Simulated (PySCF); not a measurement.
Predicted microwave data (PBE0/pcSseg-1 in PySCF (dipole) on a GFN2-xTB geometry, gas phase) for one isomer of C6H12S:

* Rotational constants: A = 4585, B = 1180, C = 1039 MHz
* Dipole components: |μa| = 0.02 D, |μb| = 1.93 D, |μc| = 0.09 D
* Inertial defect: -52.18 u·Å²
* κ: -0.92

**Question.** Which candidate fits, each taken in the one conformer that was computed?
A. `[CH3:1][CH2:2][CH2:3][C@@H:4]1[CH2:5][CH2:6][S:7]1` with C1–C2–C3–C4 -176°, C2–C3–C4–C5 173°, C3–C4–C5–C6 -107°, C4–C5–C6–S7 -10°, C5–C6–S7–C4 8°, C3–C4–S7–C6 111°
B. `[CH3:1][CH:2]1[CH2:3][CH2:4][S:5][CH2:6][CH2:7]1` with C1–C2–C3–C4 176°, C2–C3–C4–S5 64°, C3–C4–S5–C6 -57°, C4–S5–C6–C7 57° (4-methylthiane)

**Answer.** A. It is CCC[C@@H]1CCS1, a near-prolate asymmetric top, point group C1. The candidates at the same level (rigid rotor, commonest isotopes):

```tsv
SMILES	A (MHz)	B (MHz)	C (MHz)	μa (D)	μb (D)	μc (D)	Δ (u·Å²)	point group	rotor
CC1CCSCC1	3915	1651	1271	1.72	0.00	0.80	-37.51	Cs	asymmetric top
CCC[C@@H]1CCS1	4585	1180	1039	0.02	1.93	0.09	-52.18	C1	near-prolate asymmetric top
```

`CC1CCSCC1` has B 40 % too high. No structure here is proved a minimum.
